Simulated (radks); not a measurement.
Species: Rb15+. Configuration: [Ar] 3d4.

Calculated with a radial shooting solver on a logarithmic mesh with Libxc functionals: scalar-relativistic Kohn-Sham, PBEsol, spin-polarised, spherical densities, point nucleus; open shells are filled with parallel spins first (spin-orbit coupling, left out, can overturn this in heavy ions).

Energy parts (Ry):
| part | energy |
|---|---|
| total | -5741.25879 |
| kinetic | 5886.16676 |
| electron-nucleus | -13074.21010 |
| Hartree | 1614.28013 |
| exchange-correlation | -167.49557 |

Orbitals (lengths in bohr, moments of r in powers of bohr; r(max) is where P^2 peaks; r(90%) holds 90 % of the orbital's charge):
| orbital | occ. | eigenvalue (Ry) | <1/r> | r(max) | r(90%) |
|---|---|---|---|---|---|
| 1s up | 1 | -1139.201 | 37.85 | 0.02630 | 0.0721 |
| 1s down | 1 | -1139.196 | 37.85 | 0.02630 | 0.0721 |
| 2s up | 1 | -182.7154 | 8.445 | 0.1496 | 0.274 |
| 2s down | 1 | -182.1893 | 8.463 | 0.1494 | 0.274 |
| 2p up | 3 | -166.0442 | 8.249 | 0.1196 | 0.252 |
| 2p down | 3 | -165.6493 | 8.264 | 0.1195 | 0.251 |
| 3s up | 1 | -52.59154 | 3.043 | 0.4343 | 0.697 |
| 3s down | 1 | -51.89999 | 3.023 | 0.4353 | 0.700 |
| 3p up | 3 | -47.19899 | 2.924 | 0.4247 | 0.705 |
| 3p down | 3 | -46.49508 | 2.902 | 0.4261 | 0.709 |
| 3d up | 4 | -38.77881 | 2.745 | 0.3571 | 0.686 |
| 3d down | 0 | -37.96958 | 2.727 | 0.3595 | 0.694 |
| 4s up | 0 | -23.33013 | 1.420 | 0.9706 | 1.41 |
| 4s down | 0 | -23.09972 | 1.409 | 0.9766 | 1.42 |
| 4p up | 0 | -21.38583 | 1.359 | 0.9977 | 1.46 |
| 4p down | 0 | -21.16072 | 1.348 | 1.005 | 1.47 |

The highest occupied level is 3d up at -527.61 eV. Spin moment in Bohr magnetons: 4. For comparison, the ionisation energy in NIST's Atomic Spectra Database is 550 eV (theoretical). In exact Kohn-Sham theory the highest level is minus the ionisation energy, but local and semilocal functionals leave it too shallow, through self-interaction and a potential that decays too fast; potentials with the right tail come closer. The density falls to 0.001 e/bohr^3 at r = 1.38 bohr.
